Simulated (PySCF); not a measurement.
C3H7BF2O, SMILES [C@@H](CC)(B(F)O)F. Atoms are numbered in the order given.

```xyz
14

C     -1.9708     0.8717     0.1008
C     -1.0418     0.3475     1.1948
C      0.0588    -0.5688     0.6584
F     -0.5319    -1.7108     0.1135
B      1.0096     0.1182    -0.4196
O      1.5391     1.3515    -0.2605
F      1.3354    -0.5320    -1.5285
H     -2.4068     0.0310    -0.4589
H     -2.7939     1.4691     0.5209
H     -1.4257     1.5080    -0.6168
H     -0.5693     1.1859     1.7406
H     -1.6207    -0.2107     1.9495
H      0.6854    -0.9041     1.5104
H      1.2618     1.8010     0.5463
```

The structure is a stationary point at B3LYP-D3(BJ)/def2-SVP. The structure was generated by enumeration; whether it is a known compound was not checked. Other conformers were not sampled.

Vertical ionisation energy (IE) and electron affinity (EA) in eV. Rows of orbital energies are one-electron estimates. Where ΔSCF, EOM or ADC give a negative EA the extra electron is unbound and the value depends on the basis.

| level | IE | EA |
|---|---|---|
| −ε(HOMO), −ε(LUMO), r2SCAN/def2-TZVP (PySCF) | 7.48 | 0.21 |
| −ε(HOMO), −ε(LUMO), PBE/def2-TZVP (PySCF) | 7.13 | 0.68 |
